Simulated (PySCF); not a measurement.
Solvent effects on NMR parameters

Bonds (- single, = double, # triple, : aromatic): N1-Al2, Al2-N3, N3-C4, C4-C5, C5-C6, C6-C7, C7-N3. N1 carries H8, H9, H10; Al2 carries H11, H12; C4 carries H13, H14; C5 carries H15, H16; C6 carries H17, H18; C7 carries H19, H20. Formal charges: N1 +1, Al2 -1.

GIAO PBE0/pcSseg-1 in PySCF on one PBE0-D3(BJ)/def2-SVP conformer, non-relativistic, equivalent nuclei averaged. Solvents enter as an IEF-PCM continuum (cyclohexane with ε = 2.0, acetonitrile with ε = 35.7) around the gas-phase geometry. Shifts are referred to AlH4-, TMS computed in the same medium.

In cyclohexane, δ in ppm: Al2 41.3, C4/C7 52.8, C5/C6 28.5, H11/H12 3.78, H13/H14/H19/H20 2.98, H8/H9/H10 1.61, H15/H16/H17/H18 1.28. Dipole moment 5.73 D.

Problem. How does each δ change in the more polar medium?

Solution. 
```csv
atoms,environment,"Δδ, acetonitrile"
Al2,"aluminium bonded to 2 N, 2 H",-7.9
C4/C7,sp3 CH2 bonded to N,+0.3
C5/C6,sp3 CH2 in a ring,-0.1
H11/H12,hydrogen on an aluminium bonded to 2 N,-0.29
H13/H14/H19/H20,hydrogen on an sp3 CH2 bonded to N,-0.03
H8/H9/H10,hydrogen on a donor nitrogen of a Lewis adduct,+0.36
H15/H16/H17/H18,hydrogen on an sp3 CH2 in a ring,+0.06
```

Changes are relative to cyclohexane. The dipole moment becomes 6.59 D in acetonitrile.

Problem. Which nuclei move most (in ppm), and what does the model miss?

Solution. Al2 (aluminium bonded to 2 N, 2 H, -7.9 ppm) in acetonitrile. A continuum only polarises the solute; specific hydrogen bonds, the anisotropy of aromatic solvents and changes of geometry or conformer are outside it.
